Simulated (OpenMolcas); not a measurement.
# What dynamic correlation does to the levels of Tb3+

| Quantity | Value |
| --- | --- |
| Program | OpenMolcas |
| Basis | ANO-RCC-VTZP [8s7p5d3f2g1h] |
| Scalar Hamiltonian | DKH2, point nucleus |
| Active space | 8 electrons in 7 orbitals (4f) |
| State averaging | 2S+1 = 7 even, 7 roots; 2S+1 = 5 even, 140 roots (126 in the spin-orbit step); 2S+1 = 3 even, 588 roots (308 in the spin-orbit step); 2S+1 = 1 even, 490 roots (173 in the spin-orbit step) |
| Spin-orbit coupling | RASSI with atomic mean-field integrals over the reference wave functions, term energies averaged over their components |

Methods on the same reference wave functions:
A. CASSCF
B. SS-CASPT2, IPEA 0.25 Eh, imaginary shift 0.1 Eh (closed shells correlated: 5s 5p)

Energies in cm⁻¹ above 4f⁸ ⁷F₆, the measured ground level; measured values from Martin, Zalubas and Hagan, Atomic Energy Levels: The Rare-Earth Elements, NSRDS-NBS 60 (1978).

```tsv
Level	A	B	Measured
4f⁸ ⁷F₆	0.0	0.0	0.0
4f⁸ ⁷F₅	2090	2120	2052
4f⁸ ⁷F₄	3445	3420	3314
4f⁸ ⁷F₃	4480	4440	4292
4f⁸ ⁷F₂	5218	5170	4978
4f⁸ ⁷F₁	5703	5650	5432
4f⁸ ⁷F₀	5943	5890	5654
4f⁸ ⁵D₄(1)	23486	20370	
4f⁸ ⁵D₃(1)	29473	26420	
4f⁸ ⁵L₁₀	30239	29150	
4f⁸ ⁵G₆(1) [68 %]	31055	27850	
4f⁸ ⁵L₉	31682	30580	
4f⁸ ⁵D₂(1) [75 %]	32005	28570	
4f⁸ ⁵G₅(1) [74 %]	32242	29110	
4f⁸ ⁵L₈	32502	31320	
4f⁸ ⁵G₄(1)	32765	29560	
4f⁸ ⁵L₇	32882	31530	
4f⁸ ⁵L₆	33035	31610	
4f⁸ ⁵G₃(1)	33397	30160	
4f⁸ ⁵G₂(1)	33968	30690	
4f⁸ ⁵D₁(1)	34414	31100	
4f⁸ ⁵D₀(1)	35216	31760	
4f⁸ ⁵H₇(1)	36513	33630	
4f⁸ ⁵H₆(1) [67 %]	38195	35190
```

Deviations, from unrounded energies. A percentage is the sum of absolute deviations over the sum of measured energies, with the sign that they share, or ± where signs differ.

```csv
Against measurement,Levels,A,B
mean absolute deviation (cm-1),6,190,160
fine structure of the ground term (%),6,+4.5,+3.8
```

B lies closest to measurement on these levels. The largest miss of B in the table is 4f⁸ ⁷F₀, by +230 cm-1. The ranking rests on the paired levels alone, and a cruder setting can come out closer through cancelling errors.

From A to B the spin-free energies of the other terms of 4f⁸ shown, above ⁷F, scale by factors of 0.87 to 0.96, as is usual when dynamic correlation screens the repulsion within a d or f shell.

The lowest spin-free term lies below A's lowest term by 0.630 hartree in B.

CASPT2 does not keep the components of a term degenerate, so their means are used; among the terms shown or strongly mixed into the levels shown the widest spread is 220 cm-1 (4f⁸ ⁵I(1), B). High states are left out of the spin-orbit mixing, which shifts the levels that they would mix with. Without dynamic correlation excited terms often stand tens of per cent too high (terms of higher spin than the ground term too low), and those without a measured partner can miss by more than the paired ones (holds for A). Measured partners are found by configuration, term and J. A level has none where our copy of the source lacks it or the pairing is in doubt (some pairs that miss far off the trend of their configuration count as doubtful), and it then counts in no deviation. Only configurations of the active space appear. Levels that lie high or do not pair safely by name in every column are left out.

A share in square brackets marks a mixed level and gives the weight of the term that names it, the lowest over the columns. A number in round brackets counts repeated terms of one configuration in the order of the reference energies.
